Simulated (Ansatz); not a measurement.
`[OH][Ge]([F])([F])[SiH3]` → `[OH][Ge][F]` + `F[SiH3]` at 500 K and 1 bar (germylene formation by 1,1-elimination).

Calculated with Ansatz (gas phase, PBE0-D4/def2-TZVP geometries, no zero-point term in ΔE). CBS: MP2 limit from def2 TZ/QZ plus the TZ coupled-cluster correction, frozen cores. This one scheme is used for every species. For Ge outer-core shells are correlated without core-valence functions, which leaves a few kJ/mol of doubt a bond. Scalar relativity is left out up to krypton. Each species was taken in one conformer, which may not be the lowest.

```csv
species,CCSD(T)/CBS energy (Eh),H − E (kJ/mol),S (J/(mol·K))
`[OH][Ge]([F])([F])[SiH3]`,-2642.46724,166.5,451.2
`[OH][Ge][F]`,-2251.74560,65.5,312.0
`F[SiH3]`,-390.72345,94.1,267.5
```

H − E and S are ideal-gas, rigid-rotor, harmonic terms from PBE0-D4/def2-TZVP, for one conformer and one mirror image of each species. 1 Eh = 2625.50 kJ/mol, R = 8.31446 J/(mol·K).

Problem. By hand: ΔE, ΔH, ΔS and ΔG.

Solution. ΔE = (-2251.74560) + (-390.72345) − (-2642.46724) = -0.00181 Eh = -4.8 kJ/mol. Δ(H − E) = 65.5 + 94.1 − 166.5 = -6.9, so ΔH = -11.7 kJ/mol. ΔS = 312.0 + 267.5 − 451.2 = 128.3 J/(mol·K). ΔG = -11.7 − 500 × (128.3)/1000 = -75.9 kJ/mol.

Problem. By hand: the equilibrium constant, and the temperature at which ΔG would vanish if ΔH and ΔS stayed fixed.

Solution. log₁₀ K = −ΔG/(RT ln 10) = 7.9. ΔH and −TΔS have one sign here, so there is no such temperature.

The number of gas molecules changes by +1, which sets the sign of ΔS. A doubt of 5 kJ/mol in ΔE shifts log₁₀ K by 0.5 here. Other conformers and mirror images would add mixing entropy, several J/(mol·K) or more a flexible species. These are equilibria of isolated gas molecules and say nothing of rates. Largest T1 diagnostic: 0.015 (customary marks: 0.02 for closed shells, 0.045 for open ones).
